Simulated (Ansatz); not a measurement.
`BC1=CC1F` + `[CH3][AlH][OH]` → `B[CH2][AlH][OH]` + `FC1C=C1`  (formal exchange of groups at a B–C bond)

Computed with Ansatz on PBE0-D4/def2-TZVP structures; ΔE is electronic, products minus reactants. CCSD(T)/CBS is the MP2 limit (def2-TZVPP, def2-QZVPP) plus CCSD(T) − MP2 in def2-TZVPP, frozen cores. Each species was taken in one conformer, which may not be the lowest.

```json
{"species": "`BC1=CC1F`", "SCS-MP2/def2-TZVPP energy (Eh)": "-240.84996"}
{"species": "`[CH3][AlH][OH]`", "SCS-MP2/def2-TZVPP energy (Eh)": "-358.18856"}
{"species": "`B[CH2][AlH][OH]`", "SCS-MP2/def2-TZVPP energy (Eh)": "-383.55247"}
{"species": "`FC1C=C1`", "SCS-MP2/def2-TZVPP energy (Eh)": "-215.48549"}
```

Work out ΔE.

ΔE = (-383.55247) + (-215.48549) − (-240.84996) − (-358.18856) = 0.00056 Eh = +0.4 kcal/mol. CCSD(T)/CBS gives -0.1 kcal/mol.

Largest T1 diagnostic among the species: 0.013.

In def2-TZVPP, CCSD(T) changes the Hartree–Fock value by −1.5 kcal/mol (the triples alone add −0.0 kcal/mol) and MP2 by −1.2 kcal/mol. Leaving LDA and LC-ωPBE aside and taking each functional with its dispersion term where it has one, the values, not all of them listed here, spread over 3.0 kcal/mol, from ωB97M-V to BLYP-D4. LDA lies −1.0 kcal/mol from PBE without D4.
